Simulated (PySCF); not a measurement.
silylphosphine cation (H5PSi), SMILES [SiH3]P (connectivity only; charge and spin as stated), charge +1, multiplicity 2.

Geometry: B3LYP-D3(BJ)/def2-TZVP. The spin state was assumed, not searched.

Level of theory: PBE0/def2-TZVPD (PySCF).

Gas-phase values at a fixed geometry.

Computed frontier levels, dipole moment and polarisability:
```
Item                                                                Value
------------------------------------------------  -----------------------
α spin, highest occupied and lowest empty level       -14.13 and -6.13 eV
β spin, highest occupied and lowest empty level      -15.69 and -10.02 eV
dipole moment about the centre of nuclear charge                   1.36 D
mean static polarisability                           48.5 bohr³ (7.18 Å³)
polarisability, principal values                   40.5, 43.5, 61.3 bohr³
⟨S²⟩                                              0.756 (pure state 0.75)
```
